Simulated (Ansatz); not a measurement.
Reaction (atomization): `[SiH3][SiH]1C=N[SiH2]1` → C• + 7 H• + N• + 3 Si•

Calculated with Ansatz (gas phase, PBE0-D4/def2-TZVP geometries, no zero-point term in ΔE). CCSD(T)/CBS is the MP2 limit (def2-TZVPP, def2-QZVPP) plus CCSD(T) − MP2 in def2-TZVPP, frozen cores. This one scheme is used for every species, atoms too. For atomizations the MP2-based limit and the directly extrapolated one differ by several kJ/mol either way, and by 10 to 25 for some Ge, Se and Sn compounds, so smaller differences from it don't rank the levels. No spin–orbit coupling; open shells (•) take unrestricted orbitals. Spin–orbit coupling would lower the free atoms: a little for C, Si.

```
                 species  MP2/def2-SVP energy (Eh)
`[SiH3][SiH]1C=N[SiH2]1`                -963.37543
                      C•                 -37.69532
                      H•                  -0.49928
                      N•                 -54.40612
                     Si•                -288.79662
```

Q: Work out ΔE.

A: ΔE = 7 × (-0.49928) + 3 × (-288.79662) + (-37.69532) + (-54.40612) − (-963.37543) = 1.38917 Eh = +3647.3 kJ/mol. CCSD(T)/CBS gives +3934.9 kJ/mol.

Largest T1 diagnostic among the species: 0.015.

The D4 term adds +52.2 kJ/mol with B3LYP and +27.6 kJ/mol with PBE0; it sums over pairs of atoms, weighted by their polarisabilities, and B3LYP, whose exchange is more repulsive, gets the larger term. In def2-TZVPP, CCSD(T) changes the Hartree–Fock value by +1000.8 kJ/mol (the triples alone add +64.2 kJ/mol) and MP2 by +1016.1 kJ/mol; breaking electron pairs costs correlation energy, which Hartree–Fock lacks.

B3LYP here is the variant with VWN-RPA as its local correlation; programs differ in this.
